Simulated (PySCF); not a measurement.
Ge(H)(F)2(vinyl) (C2H4F2Ge), SMILES [GeH]([CH]=C)([F])[F]. Atoms are numbered in the order given.

```xyz
9

Ge     0.3025    -0.3156     0.2456
F      0.4609     1.2690     0.9406
F      1.5497    -0.3915    -0.9589
C     -1.4209    -0.3502    -0.5882
C     -2.1868     0.7450    -0.5523
H      0.6637    -1.3415     1.3166
H     -1.7691    -1.2574    -1.0951
H     -1.8483     1.6588    -0.0514
H     -3.1764     0.7727    -1.0230
```
Charge 0, spin multiplicity 1.

Coordinates come from a ωB97X-D3(BJ)/def2-SVP optimisation. One conformer was computed; it need not be the lowest.

Method: PBE/def2-TZVP in PySCF.

ESP charges are fitted to the potential on shells at 1.4 to 2.0 van der Waals radii. Atomic charges (e):

```tsv
atom	Mulliken	meta-Löwdin	ESP fit	Löwdin
Ge1	0.74	1.16	0.65	0.41
F2	-0.34	-0.48	-0.28	-0.11
F3	-0.34	-0.48	-0.28	-0.12
C4	-0.26	-0.34	-0.27	-0.35
C5	-0.22	-0.20	-0.28	?
H6	0.00	-0.07	-0.05	-0.05
H7	0.13	0.14	0.17	?
H8	0.15	0.14	0.18	?
H9	0.13	0.13	0.17	?
```

Task: Complete the blanks. (The exact figures need the calculation; the answer reports its results.)

Result: 
- C5, Löwdin: -0.18
- H7, Löwdin: 0.14
- H8, Löwdin: 0.13
- H9, Löwdin: 0.13
